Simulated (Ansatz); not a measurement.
Relaxation of the cluster Cs₉⁻ with RKS B3LYP/def2-SVPD.

```sh
$ ansatz run in.yaml --threads 4 --pin off --events-out ev --progress --plain --max-ram 4787MiB
```

```yaml
crystal:
  periodic: [false, false, false]
  atoms:
    - {symbol: Cs, position_ang: [2.356970, 1.777280, 1.972770]}
    - {symbol: Cs, position_ang: [-3.130070, -2.813630, -2.296120]}
    - {symbol: Cs, position_ang: [3.980830, 0.419400, -0.327100]}
    - {symbol: Cs, position_ang: [1.491100, 0.766050, 1.717390]}
    - {symbol: Cs, position_ang: [2.391990, -3.476750, -0.326440]}
    - {symbol: Cs, position_ang: [-7.153300, 2.276110, -1.188710]}
    - {symbol: Cs, position_ang: [4.591390, 1.875730, 1.076370]}
    - {symbol: Cs, position_ang: [-2.384370, -0.797930, 1.241080]}
    - {symbol: Cs, position_ang: [-2.144550, -0.026260, -1.869240]}
basis:
  gaussian: {orbitals: def2-SVPD}
total_charge: -1
hamiltonian: {xc: {name: B3LYP}}
scf: {lower_state_search: "off"}
output: {orbitals: {seedname: orbitals}}
relax: {f_tol: 0.02, max_steps: 100}
```

Hardware: 4 threads of Arm Neoverse V2 on a shared host. Wall time 9.8 min, peak host memory 1.4 GiB.

Positions (Å) and forces (eV/Å) at steps 1, 2, 3, 4, 5, 6, 7, 8, 9, 10, 11, 12, 13, 14, 15, 16, 17, 19, 22, 25, 28, 31, 33 of 33:

```xyz
9
step=1 energy=-4773.3755 eV
Cs    2.357    1.777    1.973  228.010  285.268   80.149
Cs   -3.130   -2.814   -2.296   -1.245   -3.685   -0.837
Cs    3.981    0.419   -0.327  -10.249  -31.684  -32.137
Cs    1.491    0.766    1.717 -246.872 -285.328  -70.957
Cs    2.392   -3.477   -0.326   -0.150   -0.113   -0.015
Cs   -7.153    2.276   -1.189    0.054   -0.081   -0.037
Cs    4.591    1.876    1.076   29.079   31.814   22.852
Cs   -2.384   -0.798    1.241   -0.165   -0.305    2.450
Cs   -2.145   -0.026   -1.869    1.537    4.114   -1.468
9
step=2 energy=-4864.1506 eV
Cs    2.471    1.922    2.014   60.775   97.180   34.969
Cs   -3.131   -2.816   -2.297   -1.255   -3.658   -0.764
Cs    3.975    0.400   -0.346   -9.368  -26.968  -27.097
Cs    1.365    0.621    1.682  -83.897  -96.604  -23.950
Cs    2.392   -3.477   -0.327   -0.095   -0.241   -0.014
Cs   -7.153    2.276   -1.189    0.042   -0.009   -0.012
Cs    4.610    1.895    1.090   32.480   26.575   16.027
Cs   -2.384   -0.798    1.243   -0.147   -0.309    2.347
Cs   -2.144   -0.024   -1.870    1.465    4.033   -1.506
9
step=3 energy=-4902.3594 eV
Cs    2.484    2.082    2.114   13.926   37.475   17.499
Cs   -3.138   -2.835   -2.301   -1.120   -3.258   -0.655
Cs    3.955    0.328   -0.433   -5.118  -13.840  -14.282
Cs    1.239    0.473    1.644  -28.956  -36.232   -9.755
Cs    2.388   -3.491   -0.327   -0.118   -0.438   -0.046
Cs   -7.153    2.276   -1.189    0.030   -0.033   -0.015
Cs    4.751    1.970    1.115   20.409   13.023    6.604
Cs   -2.390   -0.801    1.255   -0.386   -0.388    2.170
Cs   -2.136   -0.003   -1.879    1.333    3.689   -1.520
9
step=4 energy=-4917.4221 eV
Cs    2.456    2.241    2.222    2.416   17.138    9.593
Cs   -3.147   -2.858   -2.305   -1.006   -2.870   -0.645
Cs    3.927    0.257   -0.518   -2.676   -7.458   -8.145
Cs    1.168    0.342    1.597  -11.397  -15.796   -4.444
Cs    2.386   -3.512   -0.331   -0.115   -0.618   -0.020
Cs   -7.151    2.275   -1.189    0.028   -0.048    0.023
Cs    4.879    2.031    1.142   12.261    6.819    3.135
Cs   -2.392   -0.801    1.272   -0.650   -0.450    1.989
Cs   -2.126    0.024   -1.891    1.140    3.284   -1.485
9
step=5 energy=-4924.6025 eV
Cs    2.415    2.396    2.333   -0.643    8.033    5.153
Cs   -3.158   -2.881   -2.312   -0.893   -2.502   -0.592
Cs    3.910    0.188   -0.607   -1.198   -3.998   -4.906
Cs    1.111    0.221    1.556   -4.587   -6.843   -1.627
Cs    2.386   -3.533   -0.332   -0.091   -0.715   -0.038
Cs   -7.151    2.274   -1.187    0.021   -0.059    0.024
Cs    4.999    2.084    1.165    7.309    3.672    1.595
Cs   -2.396   -0.801    1.291   -0.885   -0.481    1.819
Cs   -2.116    0.051   -1.906    0.967    2.894   -1.427
9
step=6 energy=-4928.4480 eV
Cs    2.367    2.551    2.441   -1.136    4.127    2.844
Cs   -3.174   -2.908   -2.329   -0.746   -2.121   -0.526
Cs    3.904    0.121   -0.712   -0.355   -2.049   -3.115
Cs    1.066    0.101    1.540   -1.898   -3.138   -0.294
Cs    2.388   -3.553   -0.329   -0.073   -0.756   -0.068
Cs   -7.154    2.270   -1.188    0.021   -0.076    0.012
Cs    5.121    2.131    1.188    4.429    1.954    0.814
Cs   -2.410   -0.801    1.318   -1.040   -0.426    1.654
Cs   -2.108    0.087   -1.928    0.798    2.485   -1.320
9
step=7 energy=-4930.9069 eV
Cs    2.321    2.713    2.539   -0.958    2.314    1.623
Cs   -3.190   -2.943   -2.352   -0.610   -1.786   -0.494
Cs    3.894    0.059   -0.826    0.095   -0.989   -2.109
Cs    1.021   -0.031    1.549   -0.690   -1.479    0.327
Cs    2.391   -3.575   -0.331   -0.067   -0.812   -0.092
Cs   -7.164    2.261   -1.195    0.039   -0.064    0.028
Cs    5.267    2.181    1.213    2.735    1.098    0.456
Cs   -2.442   -0.800    1.360   -1.149   -0.333    1.432
Cs   -2.098    0.136   -1.959    0.605    2.052   -1.170
9
step=8 energy=-4932.5833 eV
Cs    2.282    2.875    2.639   -0.737    1.429    1.021
Cs   -3.211   -2.989   -2.381   -0.485   -1.486   -0.424
Cs    3.896   -0.006   -0.944    0.274   -0.415   -1.506
Cs    0.977   -0.163    1.566   -0.074   -0.702    0.520
Cs    2.391   -3.602   -0.335   -0.076   -0.856   -0.116
Cs   -7.171    2.255   -1.199    0.053   -0.033    0.024
Cs    5.420    2.243    1.241    1.798    0.679    0.273
Cs   -2.492   -0.803    1.413   -1.198   -0.274    1.193
Cs   -2.090    0.189   -2.001    0.446    1.658   -0.984
9
step=9 energy=-4933.8828 eV
Cs    2.240    3.035    2.742   -0.541    0.952    0.665
Cs   -3.236   -3.053   -2.418   -0.369   -1.187   -0.340
Cs    3.913   -0.066   -1.075    0.314   -0.088   -1.100
Cs    0.949   -0.286    1.605    0.210   -0.356    0.555
Cs    2.388   -3.642   -0.346   -0.076   -0.846   -0.121
Cs   -7.175    2.254   -1.204    0.054   -0.020    0.024
Cs    5.574    2.313    1.270    1.208    0.432    0.168
Cs   -2.568   -0.806    1.486   -1.135   -0.190    0.933
Cs   -2.085    0.251   -2.060    0.335    1.304   -0.782
9
step=10 energy=-4934.9760 eV
Cs    2.193    3.198    2.839   -0.389    0.649    0.433
Cs   -3.260   -3.137   -2.466   -0.259   -0.904   -0.254
Cs    3.939   -0.110   -1.219    0.292    0.073   -0.816
Cs    0.946   -0.402    1.672    0.285   -0.186    0.524
Cs    2.385   -3.709   -0.365   -0.067   -0.774   -0.119
Cs   -7.178    2.254   -1.209    0.050   -0.012    0.025
Cs    5.728    2.381    1.298    0.814    0.281    0.111
Cs   -2.675   -0.806    1.583   -0.969   -0.104    0.676
Cs   -2.078    0.331   -2.134    0.242    0.976   -0.580
9
step=11 energy=-4935.9098 eV
Cs    2.135    3.360    2.931   -0.269    0.437    0.275
Cs   -3.281   -3.242   -2.508   -0.162   -0.650   -0.177
Cs    3.975   -0.131   -1.377    0.236    0.124   -0.592
Cs    0.967   -0.508    1.768    0.254   -0.102    0.453
Cs    2.380   -3.816   -0.392   -0.054   -0.637   -0.114
Cs   -7.177    2.258   -1.210    0.046   -0.004    0.027
Cs    5.882    2.447    1.328    0.533    0.185    0.076
Cs   -2.818   -0.807    1.688   -0.746   -0.034    0.450
Cs   -2.064    0.440   -2.226    0.163    0.680   -0.399
9
step=12 energy=-4936.6346 eV
Cs    2.070    3.513    3.014   -0.176    0.291    0.172
Cs   -3.298   -3.368   -2.545   -0.086   -0.436   -0.118
Cs    4.020   -0.127   -1.543    0.167    0.105   -0.411
Cs    1.010   -0.598    1.891    0.194   -0.070    0.362
Cs    2.368   -3.956   -0.431   -0.043   -0.463   -0.102
Cs   -7.171    2.265   -1.208    0.043    0.003    0.029
Cs    6.029    2.510    1.358    0.334    0.126    0.054
Cs   -2.985   -0.804    1.788   -0.530    0.013    0.271
Cs   -2.043    0.567   -2.324    0.096    0.431   -0.255
9
step=13 energy=-4937.1226 eV
Cs    2.004    3.650    3.086   -0.109    0.193    0.106
Cs   -3.307   -3.508   -2.580   -0.035   -0.273   -0.079
Cs    4.069   -0.110   -1.704    0.108    0.064   -0.272
Cs    1.067   -0.674    2.033    0.139   -0.063    0.272
Cs    2.348   -4.109   -0.481   -0.035   -0.299   -0.087
Cs   -7.157    2.279   -1.198    0.042    0.006    0.030
Cs    6.157    2.571    1.384    0.198    0.090    0.038
Cs   -3.160   -0.790    1.873   -0.352    0.040    0.147
Cs   -2.021    0.691   -2.413    0.045    0.242   -0.156
9
step=14 energy=-4937.4248 eV
Cs    1.938    3.776    3.153   -0.063    0.121    0.064
Cs   -3.302   -3.656   -2.618   -0.004   -0.156   -0.055
Cs    4.120   -0.092   -1.857    0.066    0.028   -0.166
Cs    1.138   -0.750    2.197    0.091   -0.059    0.194
Cs    2.317   -4.255   -0.546   -0.031   -0.169   -0.068
Cs   -7.135    2.305   -1.179    0.041    0.006    0.032
Cs    6.261    2.638    1.407    0.103    0.065    0.023
Cs   -3.333   -0.757    1.940   -0.214    0.054    0.067
Cs   -2.003    0.793   -2.499    0.010    0.110   -0.091
9
step=15 energy=-4937.5797 eV
Cs    1.884    3.874    3.209   -0.036    0.073    0.040
Cs   -3.287   -3.782   -2.660    0.010   -0.088   -0.042
Cs    4.167   -0.087   -1.978    0.044    0.006   -0.097
Cs    1.208   -0.825    2.363    0.056   -0.053    0.137
Cs    2.275   -4.364   -0.613   -0.029   -0.086   -0.052
Cs   -7.104    2.333   -1.148    0.038    0.004    0.033
Cs    6.326    2.705    1.421    0.046    0.049    0.011
Cs   -3.469   -0.703    1.980   -0.123    0.059    0.028
Cs   -2.000    0.849   -2.575   -0.006    0.036   -0.058
9
step=16 energy=-4937.6639 eV
Cs    1.838    3.950    3.260   -0.020    0.040    0.026
Cs   -3.271   -3.887   -2.714    0.015   -0.048   -0.035
Cs    4.214   -0.093   -2.072    0.033   -0.005   -0.052
Cs    1.274   -0.899    2.527    0.030   -0.043    0.094
Cs    2.230   -4.438   -0.677   -0.029   -0.034   -0.038
Cs   -7.063    2.355   -1.105    0.033    0.002    0.032
Cs    6.358    2.771    1.426    0.011    0.036    0.002
Cs   -3.571   -0.625    2.005   -0.063    0.057    0.012
Cs   -2.008    0.865   -2.649   -0.011   -0.005   -0.041
9
step=17 energy=-4937.7179 eV
Cs    1.795    4.006    3.312   -0.010    0.016    0.017
Cs   -3.249   -3.978   -2.786    0.015   -0.026   -0.032
Cs    4.272   -0.114   -2.145    0.029   -0.010   -0.021
Cs    1.327   -0.978    2.696    0.012   -0.032    0.060
Cs    2.166   -4.476   -0.742   -0.029   -0.002   -0.025
Cs   -7.007    2.376   -1.045    0.027    0.002    0.028
Cs    6.357    2.845    1.418   -0.010    0.027   -0.005
Cs   -3.638   -0.520    2.027   -0.021    0.051    0.010
Cs   -2.024    0.838   -2.736   -0.011   -0.026   -0.031
9
step=19 energy=-4937.8069 eV
Cs    1.703    4.008    3.426   -0.006   -0.004    0.011
Cs   -3.195   -4.186   -3.036   -0.002   -0.017   -0.029
Cs    4.511   -0.206   -2.220    0.026   -0.011    0.007
Cs    1.366   -1.154    3.034    0.001   -0.011    0.020
Cs    1.928   -4.371   -0.874   -0.025    0.018   -0.013
Cs   -6.857    2.420   -0.884    0.013    0.005    0.007
Cs    6.245    3.037    1.351   -0.018    0.017   -0.009
Cs   -3.598   -0.186    2.142    0.023    0.029    0.021
Cs   -2.102    0.639   -2.939   -0.011   -0.027   -0.016
9
step=22 energy=-4937.9048 eV
Cs    1.591    3.962    3.603   -0.005   -0.005    0.009
Cs   -3.307   -4.526   -3.463   -0.011   -0.026   -0.029
Cs    4.868   -0.356   -2.106    0.014   -0.009    0.017
Cs    1.481   -1.293    3.274    0.008   -0.005    0.000
Cs    1.545   -4.118   -1.053   -0.020    0.021   -0.006
Cs   -6.657    2.486   -0.799    0.012    0.003   -0.006
Cs    6.049    3.322    1.273   -0.010    0.015   -0.005
Cs   -3.294    0.225    2.368    0.029    0.021    0.013
Cs   -2.277    0.298   -3.097   -0.017   -0.015    0.006
9
step=25 energy=-4937.9797 eV
Cs    1.555    3.933    3.762   -0.002   -0.001    0.008
Cs   -3.406   -4.889   -3.909   -0.001   -0.019   -0.024
Cs    5.013   -0.456   -1.808    0.003   -0.004    0.020
Cs    1.676   -1.369    3.266    0.011   -0.004   -0.006
Cs    1.210   -3.929   -1.183   -0.015    0.005   -0.006
Cs   -6.505    2.567   -0.814    0.006    0.006    0.000
Cs    5.952    3.573    1.230   -0.002    0.012   -0.002
Cs   -2.955    0.574    2.509    0.018    0.020    0.006
Cs   -2.540   -0.005   -3.053   -0.018   -0.016    0.003
9
step=28 energy=-4938.0337 eV
Cs    1.624    3.939    3.937    0.006    0.001    0.007
Cs   -3.329   -5.225   -4.355    0.007   -0.011   -0.015
Cs    5.054   -0.514   -1.446    0.002   -0.002    0.012
Cs    1.817   -1.425    3.161    0.002   -0.002   -0.004
Cs    0.985   -3.892   -1.288   -0.005    0.001   -0.003
Cs   -6.450    2.722   -0.781    0.000    0.007    0.002
Cs    5.960    3.788    1.198    0.002    0.006   -0.001
Cs   -2.683    0.934    2.567    0.008    0.012    0.000
Cs   -2.978   -0.329   -2.994   -0.021   -0.013    0.003
9
step=31 energy=-4938.0635 eV
Cs    1.771    3.949    4.081    0.006    0.000    0.004
Cs   -3.152   -5.423   -4.655    0.007   -0.004   -0.008
Cs    5.125   -0.546   -1.242    0.004   -0.001    0.005
Cs    1.798   -1.453    3.128   -0.002   -0.001    0.002
Cs    0.913   -3.818   -1.361   -0.001    0.004   -0.003
Cs   -6.486    2.860   -0.742   -0.002    0.004    0.002
Cs    6.040    3.876    1.189    0.003    0.001    0.000
Cs   -2.534    1.190    2.511    0.002    0.008   -0.005
Cs   -3.475   -0.636   -2.910   -0.018   -0.011    0.004
9
step=33 energy=-4938.0771 eV
Cs    1.872    3.946    4.150    0.005    0.000    0.002
Cs   -3.037   -5.492   -4.796    0.005   -0.001   -0.005
Cs    5.193   -0.564   -1.151    0.004    0.000    0.003
Cs    1.752   -1.461    3.134   -0.001   -0.001    0.003
Cs    0.898   -3.723   -1.407   -0.001    0.004   -0.004
Cs   -6.534    2.912   -0.721   -0.002    0.001    0.001
Cs    6.114    3.891    1.204    0.003    0.000    0.001
Cs   -2.459    1.334    2.420    0.000    0.007   -0.006
Cs   -3.800   -0.843   -2.833   -0.014   -0.009    0.004
```

In the def2 sets Cs takes a core potential; there is no spin–orbit coupling. The restricted singlet is unstable towards broken spin symmetry in Hartree–Fock (as tested in another run); at B3LYP/def2-SVPD this wasn't settled. Another isomer (singlet) lies 0.36 eV lower at PBE0/def2-TZVPD; other spin states weren't run for this one.
